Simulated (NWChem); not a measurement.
The numbers come from NWChem runs, not from measurements. System: I (-1), charge -1, spin multiplicity 1. Level: r2SCAN/def2-TZVPD with def2 effective core potentials on I.

The NWChem input:

```
start mol
memory heap 200 mb stack 900 mb global 1100 mb
charge -1
geometry units angstroms nocenter noautoz
  I      0.000000     0.000000     0.000000
  symmetry group D2h
end
basis spherical
  * library def2-tzvpd
end
ecp
  I library def2-ecp
end
dft
  xc r2scan
  semidirect memsize 60000000 filesize 0
  iterations 100
  grid fine
end
task dft energy
```

Part of the output:

```
             Northwest Computational Chemistry Package (NWChem) 7.3.0
             --------------------------------------------------------

                                NWChem Input Module
                                -------------------

 Scaling coordinates for geometry "geometry" by  1.889725989
 (inverse scale =  0.529177249)

                             Geometry "geometry" -> ""
                             -------------------------

 Output coordinates in angstroms (scale by  1.889725989 to convert to a.u.)

  No.       Tag          Charge          X              Y              Z
 ---- ---------------- ---------- -------------- -------------- --------------
    1 I                   53.0000     0.00000000     0.00000000     0.00000000

 Effective nuclear repulsion energy (a.u.)       0.0000000000

            Nuclear Dipole moment (a.u.)
            ----------------------------
        X                 Y               Z
 ---------------- ---------------- ----------------
     0.0000000000     0.0000000000     0.0000000000

      Symmetry information
      --------------------

 Group name             D2h
 Group number             26
 Group order               8
 No. of unique centers     1

      Symmetry unique atoms

     1


 Summary of "ao basis" -> "" (spherical)
 ------------------------------------------------------------------------------
       Tag                 Description            Shells   Functions and Types
 ---------------- ------------------------------  ------  ---------------------
 *                         def2-tzvpd                 on all atoms

                                 NWChem DFT Module
                                 -----------------

 Summary of "ao basis" -> "ao basis" (spherical)
 ------------------------------------------------------------------------------
       Tag                 Description            Shells   Functions and Types
 ---------------- ------------------------------  ------  ---------------------
 I                         def2-tzvpd               19       59   7s6p4d2f

 Summary of "ao basis" -> "ao basis" (spherical)
 ------------------------------------------------------------------------------
       Tag                 Description            Shells   Functions and Types
 ---------------- ------------------------------  ------  ---------------------
 I                         def2-tzvpd               19       59   7s6p4d2f

      Symmetry analysis of basis
      --------------------------

        ag         15
        au          2
        b1g         4
        b1u        10
        b2g         4
        b2u        10
        b3g         4
        b3u        10

            General Information
            -------------------
          SCF calculation type: DFT
          Wavefunction type:  closed shell.
          No. of atoms     :     1
          No. of electrons :    26
           Alpha electrons :    13
            Beta electrons :    13
          Charge           :    -1
          Spin multiplicity:     1
          Use of symmetry is: on ; symmetry adaption is: on
          Maximum number of iterations: 100
          AO basis - number of functions:    59
                     number of shells:    19
          Convergence on energy requested:  1.00D-06
          Convergence on density requested:  1.00D-05
          Convergence on gradient requested:  5.00D-04

              XC Information
              --------------
                      r^2SCAN Method XC Functional
               r^2SCAN metaGGA Exchange Functional  1.000
                     r^2SCAN Correlation Potential  1.000

             Grid Information
             ----------------
          Grid used for XC integration:  fine
          Radial quadrature: Mura-Knowles
          Angular quadrature: Lebedev.
          Tag              B.-S. Rad. Rad. Pts. Rad. Cut. Ang. Pts.
          ---              ---------- --------- --------- ---------
          I                   1.40      141          12.0       974
          Grid pruning is: on
          Number of quadrature shells:   141
          Spatial weights used:  Erf1

          Convergence Information
          -----------------------
          Convergence aids based upon iterative change in
          total energy or number of iterations.
          Levelshifting, if invoked, occurs when the
          HOMO/LUMO gap drops below (HL_TOL):  1.00D-02
          DIIS, if invoked, will attempt to extrapolate
          using up to (NFOCK): 10 stored Fock matrices.

                    Damping( 0%)  Levelshifting(0.5)       DIIS
                  --------------- ------------------- ---------------
          dE  on:    start            ASAP                start
          dE off:    2 iters        100 iters           100 iters

      Screening Tolerance Information
      -------------------------------
          Density screening/tol_rho:  1.00D-10
          AO Gaussian exp screening on grid/accAOfunc:  14
          CD Gaussian exp screening on grid/accCDfunc:  20
          XC Gaussian exp screening on grid/accXCfunc:  20
          Schwarz screening/accCoul:  1.00D-08

      Superposition of Atomic Density Guess
      -------------------------------------

 Sum of atomic energies:        -347.16239475

 Renormalizing density from      25.00 to     26

      Non-variational initial energy
      ------------------------------

 Total energy =    -299.178659
 1-e energy   =    -538.070399
 2-e energy   =     238.891741
 HOMO         =       0.048804
 LUMO         =       0.191994

      Symmetry analysis of molecular orbitals - initial
      -------------------------------------------------

 !! scf_movecs_sym_adapt:   49 vectors were symmetry contaminated

  Symmetry fudging

 !! scf_movecs_sym_adapt:   43 vectors were symmetry contaminated

  Numbering of irreducible representations:

     1 ag          2 au          3 b1g         4 b1u         5 b2g
     6 b2u         7 b3g         8 b3u

  Orbital symmetries:

     1 ag          2 b1u         3 b2u         4 b3u         5 ag
     6 b1g         7 b2g         8 b3g         9 ag         10 ag
    11 b1u        12 b2u        13 b3u        14 b1u        15 b3u
    16 b2u        17 ag         18 ag         19 b1g        20 b2g
    21 b3g        22 ag         23 b2u

------------------------------------------------------------
EAF file 0: "./mol.aoints.0" size=524288 bytes
------------------------------------------------------------
               write      read    awrite     aread      wait
               -----      ----    ------     -----      ----
     calls:        1         0         0         0         0
   data(b): 5.24e+05  0.00e+00  0.00e+00  0.00e+00
   time(s): 0.00e+00  0.00e+00  0.00e+00  0.00e+00  0.00e+00
rate(mb/s): 0.00e+00  0.00e+00
------------------------------------------------------------

 !! scf_movecs_sym_adapt:   42 vectors were symmetry contaminated

  Symmetry fudging

 !! scf_movecs_sym_adapt:   34 vectors were symmetry contaminated

   convergence    iter        energy       DeltaE   RMS-Dens  Diis-err    time
 ---------------- ----- ----------------- --------- --------- ---------  ------
 d= 0,ls=0.0,diis     1   -297.6900523871 -2.98D+02  5.56D-02  2.89D+00     0.9

 !! scf_movecs_sym_adapt:   41 vectors were symmetry contaminated

  Symmetry fudging

 !! scf_movecs_sym_adapt:   36 vectors were symmetry contaminated

 d= 0,ls=0.0,diis     2   -297.6740349689  1.60D-02  2.88D-02  2.71D+00     1.0

 !! scf_movecs_sym_adapt:   40 vectors were symmetry contaminated

  Symmetry fudging

 !! scf_movecs_sym_adapt:   40 vectors were symmetry contaminated

 d= 0,ls=0.0,diis     3   -297.9152032992 -2.41D-01  1.33D-03  7.62D-04     1.0

 !! scf_movecs_sym_adapt:   40 vectors were symmetry contaminated

  Symmetry fudging

 !! scf_movecs_sym_adapt:   40 vectors were symmetry contaminated

 d= 0,ls=0.0,diis     4   -297.9152561799 -5.29D-05  5.08D-04  4.29D-04     1.1

 !! scf_movecs_sym_adapt:   38 vectors were symmetry contaminated

  Symmetry fudging

 !! scf_movecs_sym_adapt:   30 vectors were symmetry contaminated

 d= 0,ls=0.0,diis     5   -297.9153363940 -8.02D-05  6.75D-05  6.63D-07     1.1

 !! scf_movecs_sym_adapt:   36 vectors were symmetry contaminated

  Symmetry fudging

 !! scf_movecs_sym_adapt:   28 vectors were symmetry contaminated

 d= 0,ls=0.0,diis     6   -297.9153366378 -2.44D-07  4.40D-06  7.75D-09     1.2

         Total DFT energy =     -297.915336637822
      One electron energy =     -524.874508403519
           Coulomb energy =      249.489368511198
    Exchange-Corr. energy =      -22.530196745500
 Nuclear repulsion energy =        0.000000000000

 Numeric. integr. density =       26.000000000573

     Total iterative time =      0.7s

                  Occupations of the irreducible representations
                  ----------------------------------------------

                     irrep           alpha         beta
                     --------     --------     --------
                     ag                4.0          4.0
                     au                0.0          0.0
                     b1g               1.0          1.0
                     b1u               2.0          2.0
                     b2g               1.0          1.0
                     b2u               2.0          2.0
                     b3g               1.0          1.0
                     b3u               2.0          2.0

                       DFT Final Molecular Orbital Analysis
                       ------------------------------------

 Vector   11  Occ=2.000000D+00  E=-1.031281D-02  Symmetry=b1u
              MO Center= -1.9D-34,  2.8D-33, -1.4D-18, r^2= 2.4D+00
   Bfn.  Coefficient  Atom+Function         Bfn.  Coefficient  Atom+Function
  ----- ------------  ---------------      ----- ------------  ---------------
    19      0.490610  1 I  pz                13     -0.434031  1 I  pz
    16      0.346532  1 I  pz                22      0.336471  1 I  pz
    25      0.066472  1 I  pz                10     -0.055121  1 I  pz

 Vector   12  Occ=2.000000D+00  E=-1.031281D-02  Symmetry=b2u
              MO Center=  9.2D-33, -3.8D-19,  3.4D-33, r^2= 2.4D+00
   Bfn.  Coefficient  Atom+Function         Bfn.  Coefficient  Atom+Function
  ----- ------------  ---------------      ----- ------------  ---------------
    18      0.490610  1 I  py                12     -0.434031  1 I  py
    15      0.346532  1 I  py                21      0.336471  1 I  py
    24      0.066472  1 I  py                 9     -0.055121  1 I  py

 Vector   13  Occ=2.000000D+00  E=-1.031281D-02  Symmetry=b3u
              MO Center= -4.0D-19,  1.1D-33,  1.4D-33, r^2= 2.4D+00
   Bfn.  Coefficient  Atom+Function         Bfn.  Coefficient  Atom+Function
  ----- ------------  ---------------      ----- ------------  ---------------
    17      0.490610  1 I  px                11     -0.434031  1 I  px
    14      0.346532  1 I  px                20      0.336471  1 I  px
    23      0.066472  1 I  px                 8     -0.055121  1 I  px

 Vector   14  Occ=0.000000D+00  E= 1.599735D-01  Symmetry=b2u
              MO Center=  1.7D-32, -4.5D-20,  7.6D-33, r^2= 2.0D+01
   Bfn.  Coefficient  Atom+Function         Bfn.  Coefficient  Atom+Function
  ----- ------------  ---------------      ----- ------------  ---------------
    24      1.255250  1 I  py                21     -0.603144  1 I  py
    15     -0.169910  1 I  py                12      0.129201  1 I  py
    18      0.066379  1 I  py

 Vector   15  Occ=0.000000D+00  E= 1.599735D-01  Symmetry=b3u
              MO Center= -1.3D-20, -1.7D-31,  1.9D-33, r^2= 2.0D+01
   Bfn.  Coefficient  Atom+Function         Bfn.  Coefficient  Atom+Function
  ----- ------------  ---------------      ----- ------------  ---------------
    23      1.255250  1 I  px                20     -0.603144  1 I  px
    14     -0.169910  1 I  px                11      0.129201  1 I  px
    17      0.066379  1 I  px

 Vector   16  Occ=0.000000D+00  E= 1.599735D-01  Symmetry=b1u
              MO Center= -1.1D-32, -1.3D-32, -5.4D-19, r^2= 2.0D+01
   Bfn.  Coefficient  Atom+Function         Bfn.  Coefficient  Atom+Function
  ----- ------------  ---------------      ----- ------------  ---------------
    25      1.255250  1 I  pz                22     -0.603144  1 I  pz
    16     -0.169910  1 I  pz                13      0.129201  1 I  pz
    19      0.066379  1 I  pz

 Task  times  cpu:        1.2s     wall:        1.2s

 Total times  cpu:        1.2s     wall:        1.2s
```
